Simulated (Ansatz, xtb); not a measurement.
System: sum formula BNH₃ (charge -1, singlet). It need not be the lowest isomer of its formula. Whether it binds its extra electron was not tested at this geometry. 
Structure (B3LYP-D3(BJ)/def2-TZVP (Ansatz, a program for electronic structure) minimum search):
```xyz
5

B     -0.6650     0.0506    -0.0189
N      0.7039     0.0700     0.0241
H     -1.3761    -0.9656    -0.0746
H     -1.3072     1.1029    -0.0040
H      1.0813    -0.8806     0.0044
```
Charge -1, spin multiplicity 1.

Harmonic wavenumbers from GFN2-xTB (xtb, at its own minimum), cm⁻¹: 792, 824, 873, 1109, 1173, 1475, 1748, 2122, 3183.

Q: Give the harmonic wavenumbers at B3LYP-D3(BJ)/def2-TZVP (Ansatz, finite differences of forces, unscaled).

A: 830, 915, 949, 1115, 1178, 1417, 2214, 2299, 3366 cm⁻¹. Zero-point energy 20.4 kcal/mol.

Q: From these and the geometry, give the ideal-gas thermochemistry at 298.15 K and 1 atm (rigid rotor, harmonic oscillator).

A: Point group Cs, rotational symmetry number 1. Rotational constants 169.5, 30.54, 25.88 GHz. S(trans) 35.91, S(rot) 18.42, S(vib) 0.55, S(elec, spin only) 0.00, S 54.9 cal/(mol K). H(298) - H(0) 2.50 kcal/mol; G - E(el) 6.6 kcal/mol.
